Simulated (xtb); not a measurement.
Cl$_{3}$Y, triplet, at a GFN2-xTB geometry (such geometries of metal compounds can be far from the true shape) (the multiplicity is a formal guess); GFN2-xTB in xtb.

Input for xtb:
```
$ xtb mol.xyz --gfn 2 --chrg 0 --uhf 2 --json

# file mol.xyz
4

Y      0.24151802     0.62691327     0.38844082
Cl     1.68510208    -0.84321176    -0.87245315
Cl    -0.87472957    -1.26310928     1.39683667
Cl    -1.36444326     0.66810824    -1.41551247
```

Task: Predict the main parts of the log of this xtb run.

Result: 
```
   ID    Z sym.   atoms
    1   39 Y      1
    2   17 Cl     2-4

           -------------------------------------------------
          |                Calculation Setup                |
           -------------------------------------------------

           -------------------------------------------------
          |                 G F N 2 - x T B                 |
           -------------------------------------------------

          ...................................................
          :                      SETUP                      :
          :.................................................:
          :  # basis functions                  40          :
          :  # atomic orbitals                  36          :
          :  # shells                           12          :
          :  # electrons                        24          :
          :  max. iterations                   250          :
          :  Hamiltonian                  GFN2-xTB          :
          :  restarted?                      false          :
          :  GBSA solvation                  false          :
          :  PC potential                    false          :
          :  electronic temp.          300.0000000     K    :
          :  accuracy                    1.0000000          :
          :  -> integral cutoff          0.2500000E+02      :
          :  -> integral neglect         0.1000000E-07      :
          :  -> SCF convergence          0.1000000E-05 Eh   :
          :  -> wf. convergence          0.1000000E-03 e    :
          :  Broyden damping             0.4000000          :
          :  net charge                          0          :
          :  unpaired electrons                  2          :
          ...................................................

 iter      E             dE          RMSdq      gap      omega  full diag
   1      4.2138928  0.421389E+01  0.559E+01    0.00       0.0  T
   2    -12.5173923 -0.167313E+02  0.287E+01    0.00       1.0  T
   3    -13.0742164 -0.556824E+00  0.205E+01    0.00       1.0  T
   4    -14.5869884 -0.151277E+01  0.122E+01    0.00       1.0  T
   5    -14.4313054  0.155683E+00  0.127E+01    0.00       1.0  T
   6    -14.5924590 -0.161154E+00  0.111E+01    0.00       1.0  T
   7    -14.9740467 -0.381588E+00  0.910E+00    0.00       1.0  T
   8    -14.9440043  0.300424E-01  0.760E+00    0.00       1.0  T
   9    -14.8805655  0.634388E-01  0.650E+00    0.00       1.0  T
[...]
         :: total energy             -14.978972375977 Eh    ::
[...]
        24                          0.0025618               0.0697
       ...                                ...                  ...
        36                          0.7280466              19.8112
      -------------------------------------------------------------
                  HL-Gap            0.0000371 Eh            0.0010 eV
             Fermi-level           -0.3940968 Eh          -10.7239 eV

     #   Z          covCN         q      C6AA      α(0)
     1  39 Y        2.162     0.237   433.669    55.384
     2  17 Cl       0.722    -0.079   101.322    15.396
     3  17 Cl       0.722    -0.079   101.323    15.396
     4  17 Cl       0.722    -0.079   101.323    15.396

 Mol. C6AA /au·bohr⁶  :       2513.958453
 Mol. C8AA /au·bohr⁸  :     224942.893376
 Mol. α(0) /au        :        101.572425

Wiberg/Mayer (AO) data.
largest (>0.10) Wiberg bond orders for each atom

 ---------------------------------------------------------------------------
     #   Z sym  total        # sym  WBO       # sym  WBO       # sym  WBO
 ---------------------------------------------------------------------------
     1  39 Y    2.329 --     2 Cl   0.776     3 Cl   0.776     4 Cl   0.776
     2  17 Cl   1.040 --     1 Y    0.776     4 Cl   0.132     3 Cl   0.132
     3  17 Cl   1.040 --     1 Y    0.776     4 Cl   0.132     2 Cl   0.132
     4  17 Cl   1.040 --     1 Y    0.776     3 Cl   0.132     2 Cl   0.132
 ---------------------------------------------------------------------------

Topologies differ in total number of bonds
Writing topology from bond orders to xtbtopo.mol

molecular dipole:
                 x           y           z       tot (Debye)
 q only:        0.191       0.496       0.307
   full:        0.511       1.325       0.821       4.170
molecular quadrupole (traceless):
                xx          xy          yy          xz          yz          zz
 q only:       -0.670       0.713       0.905       0.442       1.146      -0.235
  q+dip:       -2.251       2.393       3.039       1.483       3.849      -0.788
   full:       -2.096       2.228       2.830       1.381       3.584      -0.734

           -------------------------------------------------
          | TOTAL ENERGY              -14.978972375977 Eh   |
          | GRADIENT NORM               0.000005456817 Eh/α |
          | HOMO-LUMO GAP               0.001010412811 eV   |
           -------------------------------------------------

normal termination of xtb
```
